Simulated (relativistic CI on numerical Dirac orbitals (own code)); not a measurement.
Zeeman pattern of Fe⁺ 2607.09 Å at 1 T

Problem. The line 3d⁶4s ⁶D5/2 – 3d⁶4p ⁶D°3/2 of Fe⁺ lies at 2607.09 Å (air; NIST Handbook). Calculate its Zeeman pattern at B = 1 T, seen across the field, in LS coupling, and compare it with the Doppler width at an assumed gas temperature of 400 K.

Working.
1. Landé factors g = 3/2 + [S(S + 1) − L(L + 1)]/[2J(J + 1)]: lower 1.6571, upper 1.8667.
2. The unit is μB B/hc = 0.46686 × 1 = 0.4669 cm⁻¹, or 31.7 mÅ at this wavelength. A component is shifted by g_u m_u − g_l m_l units. Seen across the field, the strengths for lower J and m are J² − m² (π) and ¼(J − m)(J − m − 1) (σ).
3. π components (Δm = 0), symmetric about zero, as shift (strength, strongest of all = 100): ±0.105 (100), ±0.314 (67).
4. σ components with Δm = +1, mirrored for −1: 1.343 (83), 1.552 (50), 1.762 (25), 1.971 (8).
5. The centre of the σ group lies at ḡ = 1.500 units, 47.6 mÅ from the line centre.
6. The Doppler width is 7.16 × 10⁻⁷ λ √(T/M) = 5.0 mÅ (FWHM, M = 56), so the sum of Gaussians shows separate peaks away from the centre.

Check. A relativistic CI calculation gives g = 1.6581 and 1.8671 for the two levels. The nearest fine-structure partner lies 96 cm⁻¹ away, 206 Zeeman units, so the weak-field formulas hold; hyperfine structure, which matters at weak fields for isotopes with nuclear spin, is neglected.
